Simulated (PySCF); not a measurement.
Input of a response calculation (the driver script's job line, then coordinates in Å):

```
{"job": {"kind": "uv", "xc": "PBE0", "basis": "def2-SVPD", "nstates": 6, "ntriplets": 2}, "charge": 0, "multiplicity": 1}
C     -2.260125     0.721450     0.158485
N     -1.837347    -0.649978    -0.039190
Si    -0.444133    -1.359579     0.660740
N      0.870095    -0.278967     0.239994
C      1.993268     0.005571     0.976279
C      2.749510     0.857890     0.235182
N      2.125939     1.111054    -0.951750
C      1.026632     0.423214    -0.916901
H     -1.382416     1.352470     0.277740
H     -2.817987     1.064936    -0.714329
H     -2.892999     0.836913     1.044026
H     -2.624344    -1.255607    -0.215255
H     -0.276933    -2.647512    -0.006071
H     -0.370642    -1.454747     2.123791
H      2.144515    -0.418653     1.947207
H      3.693469     1.308520     0.467885
H      0.296501     0.395055    -1.699895
```

Output (SCF cycles cut):

```
converged SCF energy = -610.8205814540

Static polarisability (au): isotropic 89.923, principal 72.239 91.383 106.146

Singlet excitations
state   eV       nm        f      main configurations
  1   5.7956    213.9   0.00994   H->L 0.94
  2   6.0099    206.3   0.00725   H-1->L 0.94
  3   6.0606    204.6   0.00445   H->L+1 0.95
  4   6.2558    198.2   0.00075   H-2->L 0.54, H-2->L+2 0.22, H-1->L+2 0.16
  5   6.4344    192.7   0.06030   H->L+2 0.87
  6   6.5504    189.3   0.02867   H-1->L+1 0.88

Triplet excitations (Tamm-Dancoff, eV): 4.3680 5.5395
```

Computed, not measured: PySCF, TDDFT PBE0/def2-SVPD, vertical, gas phase, core orbitals frozen in the response. Isolated species at its GFN2-xTB geometry (one conformer only).

(1) Which orbital energies lie behind H and L?

(2) How many basis functions and electrons does this run hold?

(3) What is the gap between the lowest singlet and the lowest triplet?

(4) Give the mean polarisability in Å³.

(5) What is the polarisability anisotropy, √(½[(α1 − α2)² + (α2 − α3)² + (α3 − α1)²])?

(6) Write the structure that the coordinates describe.

Results:

(1) HOMO -6.64 eV and LUMO 0.01 eV, a gap of 6.65 eV; state 1 differs from that by -0.86 eV.

(2) 236 basis functions for 68 electrons in 34 doubly occupied orbitals.

(3) 5.7956 − 4.3680 = 1.4276 eV (full response against Tamm–Dancoff).

(4) 89.92 au × 0.148185 = 13.32 Å³.

(5) 29.45 au.

(6) `CN[SiH2]n1ccnc1` (C4H9N3Si), point group C1.

H and L stand for HOMO and LUMO.

Conformer computed: `[CH3:1][NH:2][SiH2:3][n:4]1[cH:5][cH:6][n:7][cH:8]1`: C1–N2–Si3–N4 -53°, N2–Si3–N4–C5 147°.
